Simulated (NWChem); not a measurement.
# C2H2ClI; SMILES C(I)(=C)Cl

Program: NWChem. Medium grid unless said otherwise, to which SCAN and Minnesota functionals are sensitive. All runs use the structure optimised with PBE0/def2-SVP. def2 effective core potentials on I; no spin-orbit coupling.

Task: What does the run give for r2SCAN0/def2-SVP? Quantities: highest occupied level (eV); orbital gap (eV); dipole (D).

Result: 
| Quantity | Result |
|---|---|
| highest occupied level (eV) | -7.39 |
| orbital gap (eV) | 6.24 |
| dipole (D) | 1.23 |
